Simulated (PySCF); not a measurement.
# How methods differ on the ionisation energy of Ga²⁺

Ga²⁺ [Ar] 3d10 4s1 (2S) → Ga³⁺ [Ar] 3d10 (1S), as a difference of total energies. Computed with PySCF 2.14 in Sapporo-DKH3-DZP-2012, with the spin-free X2C one-electron Hamiltonian (Gaussian nucleus). The calculations carry no spin-orbit coupling.

```csv
method,ionisation energy (eV),error (eV)
UHF,29.680,-1.046
B3LYP,31.586,+0.860
r2SCAN,31.288,+0.562
```

Reference: 30.726 eV (measured; NIST Atomic Spectra Database, ionization energies).
